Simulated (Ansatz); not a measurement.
Start from `O[SiH2][GeH2][SH]` and change one atom or group to get `N[SiH2][GeH2][SH]`.

Ansatz, PBE0-D4/def2-TZVP geometries, multiplicity 1. Each molecule was computed in one conformer, which needn't be the lowest.

Scalar relativity is left out up to krypton.

```tsv
property	`O[SiH2][GeH2][SH]`
LUMO energy (ωB97M-V/def2-TZVPP) / eV	1.18
HOMO energy (ωB97M-V/def2-TZVPP) / eV	-9.15
LUMO energy (PBE/def2-TZVPP) / eV	-1.34
HOMO energy (B3LYP/def2-TZVPP) / eV	-6.79
LUMO energy (PBE0/def2-TZVPP) / eV	-0.51
HOMO–LUMO gap (B3LYP/def2-TZVPP) / eV	6.06
```

Q: Give the same properties after the change, and the shifts. (An estimate is asked.)

A: The calculation gave: 
```
                             property  `N[SiH2][GeH2][SH]`  shift
LUMO energy (ωB97M-V/def2-TZVPP) / eV                 1.12  -0.06
HOMO energy (ωB97M-V/def2-TZVPP) / eV                -9.01   0.14
    LUMO energy (PBE/def2-TZVPP) / eV                -1.36  -0.02
  HOMO energy (B3LYP/def2-TZVPP) / eV                -6.67   0.12
   LUMO energy (PBE0/def2-TZVPP) / eV                -0.56  -0.05
HOMO–LUMO gap (B3LYP/def2-TZVPP) / eV                 5.91  -0.15
```

With PBE0 the HOMO rises by 0.13 eV and the LUMO falls by 0.05 eV, so the gap narrows by about 0.18 eV. PBE moves the HOMO by 0.12 eV and ωB97M-V by 0.14 eV.

B3LYP here is the variant with VWN-RPA as its local correlation; programs differ in this.
